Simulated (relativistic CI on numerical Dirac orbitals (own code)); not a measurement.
# Hyperfine structure of W XLVIII, mass number 183

Calculated at this level of theory: Dirac-Coulomb-Breit CI, separate exchange-only KLI orbitals for each configuration, a model potential for QED, unscaled Slater integrals (own radial code, finite nucleus).

CI space (outside the closed core [Ne]): 3s2 3p6 3d9, 3s2 3p5 3d10, 3s 3p6 3d10, 3s2 3p6 3d8 4s, 3s2 3p6 3d8 4p, 3s2 3p4 3d10 4s, 3s2 3p6 3d8 4d, 3s2 3p4 3d10 4p, 3s2 3p5 3d9 4s, 3s2 3p6 3d8 4f, 3s2 3p4 3d10 4d, 3s 3p5 3d10 4s, 3s2 3p5 3d9 4p, 3s 3p5 3d10 4p, 3s2 3p6 3d7 4s2, 3s2 3p5 3d9 4d. Levels of other configurations are missing.

Nuclear spin I = 1/2, μ = 0.11739 μN (tables of Stone and Pyykkö). The electronic factors are computed for point nuclear moments, without core polarisation or the Bohr-Weisskopf and QED corrections.

```json
{"Level": "3s2 3p6 3d9 2D_5/2", "E (eV)": "0.00", "A (GHz)": "8.891"}
{"Level": "3s2 3p6 3d9 2D_3/2", "E (eV)": "66.73", "A (GHz)": "22.73"}
{"Level": "3s2 3p5 3d10 2P°_3/2", "E (eV)": "449.68", "A (GHz)": "43.61"}
{"Level": "3s2 3p5 3d10 2P°_1/2", "E (eV)": "758.75", "A (GHz)": "390.2"}
{"Level": "3s 3p6 3d10 2S_1/2", "E (eV)": "998.07", "A (GHz)": "1223"}
{"Level": "3s2 3p6 3d8 4s 4F_9/2", "E (eV)": "1606.45", "A (GHz)": "55.32"}
{"Level": "3s2 3p6 3d8 4s 2F_7/2", "E (eV)": "1609.54", "A (GHz)": "-37.39"}
{"Level": "3s2 3p6 3d8 4s 2D_3/2", "E (eV)": "1617.83", "A (GHz)": "-74.14"}
```

Levels with J = 0, under 50 % of one LS term, or S terms without an open s electron are left out. Small factors come from cancelling terms and can be off by tens of per cent or more.

At this charge energies of transitions that change n are usually good to better than 1 %, and those within a shell (Δn = 0) to a few per cent.

Q: Give the hyperfine levels of 3s2 3p6 3d9 2D_5/2 relative to its centre of gravity.

A: With K = F(F + 1) − I(I + 1) − J(J + 1), E = AK/2: F = 2: -15.56, F = 3: 11.11 GHz.

LS names give the leading component of a level, which can be under half, so a name can repeat, a term be missing and a line seem to break the LS rules.
